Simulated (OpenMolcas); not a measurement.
Nb3+ (d2) in a complex was computed by CASSCF with the d shell active (OpenMolcas, ANO-RCC-VDZP on the metal). Its lowest spin-free states, and all those of the highest spin:

```
2S+1  Degeneracy  E (cm-1)
   3           1       0.0
   3           1      3148
   3           1      3803
   1           1      9465
   1           1      9598
   1           1     12480
   1           1     13510
   1           1     13688
   3           1     19287
   3           1     23058
   1           1     25016
   3           1     26662
   3           1     31754
   3           1     35948
   3           1     37340
   3           1     48780
```

Task: Is the site octahedral, tetrahedral or cube-like, axial, or of lower symmetry?

Result: The states with 2S+1 = 3 have orbital degeneracies 1, 1, 1, 1, 1, 1, 1, 1, 1, 1. No state of this spin is degenerate, so the site is of lower symmetry, with no axis of order three or more. The run had Nb3+ with 6 ligands (water, chloride on the axis) in tetragonal octahedral coordination (D2h) at 2.08 Å, the axial distance 2.727 Å. Ligand basis ANO-RCC-VDZP.

Without dynamic correlation the repulsion within the d shell is too large (B by tens of per cent), so at a given field states of lower spin stand too high. The least metal-like active orbital is 78 % on the metal (Löwdin) and no ligand orbital is active, so the numbers are rough. With metal d orbitals alone the field can be off either way by tens of per cent. Ligand-to-metal charge-transfer states are missing. With no ligand orbital active B as a rule stays too high, so bands that hang on it stand too high and its fall with covalency is understated. No measured value stands beside these numbers; the geometry was imposed, not optimised, and the real ion may take another.
